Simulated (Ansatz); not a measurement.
This geometry of H3InS (5 atoms, charge 0, multiplicity 1) is a first-order saddle point.

Theory: Ansatz 0.2.0, RKS PBE0-D4/def2-SVP.

```xyz
5
Properties=species:S:1:pos:R:3
S 0.516 -0.944 1.441
In -0.297 0.575 -0.304
H 0.946 -1.828 0.512
H -1.935 0.363 -0.810
H 0.821 1.760 -0.880
```

Q: Which two structures does it join? (They come from a converged band through this point; their orientation in space is the band's.)

A: No bond is made or broken. The dihedral H3–S1–In2–H5 goes from 180 to 0°. The two ends are copies of one structure, up to a mirror image or an exchange of like atoms.

Initial state:

```xyz
5
Properties=species:S:1:pos:R:3
S 1.145 -0.948 0.919
In -0.189 0.622 -0.337
H 0.255 -1.958 0.807
H -1.695 0.039 -0.930
H 0.533 2.172 -0.500
```

Final state:

```xyz
5
Properties=species:S:1:pos:R:3
S 0.260 -1.591 0.678
In -0.406 0.462 -0.397
H 1.436 -1.099 1.129
H -1.935 0.375 -1.176
H 0.695 1.779 -0.276
```

Q: How far does it lie above each of them?

A: 28.7 kJ/mol above the first and 28.7 kJ/mol above the second. This is the barrier of this one path; another mechanism may lie lower.

Time of the run: 120 s on 1 thread of Arm Neoverse V1, on a shared host, peak memory 0.23 GiB.
